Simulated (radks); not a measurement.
The numbers below are computed, except where a source is named.
Problem. Isoelectronic series with 10 electrons, each ion in its NIST ground configuration. Code: a radial shooting solver on a logarithmic mesh with Libxc functionals. Model: Dirac Kohn-Sham, PBE, spin-unpolarised, spherical densities, point nucleus. Total energies (hartree) and orbital eigenvalues (hartree):

| ion | configuration | E (hartree) | 2p3/2 | 2p1/2 |
|---|---|---|---|---|
| Ne | [Ne] | -129.01350 | -0.48870 | -0.49250 |
| Mg2+ | [Ne] | -199.43527 | -2.44762 | -2.45831 |
| Si4+ | [Ne] | -286.05729 | -5.45070 | -5.47491 |
| S6+ | [Ne] | -388.89484 | -9.47068 | -9.51830 |
| Ar8+ | [Ne] | -507.99598 | -14.49967 | -14.58459 |
| Ca10+ | [Ne] | -643.42589 | -20.53462 | -20.67537 |
| Ti12+ | [Ne] | -795.26284 | -27.57434 | -27.79486 |
| Cr14+ | [Ne] | -963.59691 | -35.61861 | -35.94896 |
| Fe16+ | [Ne] | -1148.52966 | -44.66778 | -45.14491 |
| Ni18+ | [Ne] | -1350.17409 | -54.72258 | -55.39116 |
| Ge22+ | [Ne] | -1804.10858 | -77.85347 | -79.07395 |
| Se24+ | [Ne] | -2056.68442 | -90.93234 | -92.53301 |
| Kr26+ | [Ne] | -2326.54439 | -105.0224 | -107.0875 |
| Sr28+ | [Ne] | -2613.86408 | -120.1255 | -122.7515 |
| Zr30+ | [Ne] | -2918.83328 | -136.2437 | -139.5406 |
| Mo32+ | [Ne] | -3241.65672 | -153.3793 | -157.4715 |
| Ru34+ | [Ne] | -3582.55491 | -171.5347 | -176.5625 |
| Pd36+ | [Ne] | -3941.76504 | -190.7125 | -196.8331 |
| Cd38+ | [Ne] | -4319.54206 | -210.9155 | -218.3046 |
| Sn40+ | [Ne] | -4716.15976 | -232.1467 | -240.9999 |

Estimate the row of Zn20+ ([Ne]).

Solution. E (hartree) -1568.65484; 2p3/2 -65.78405; 2p1/2 -66.69727.
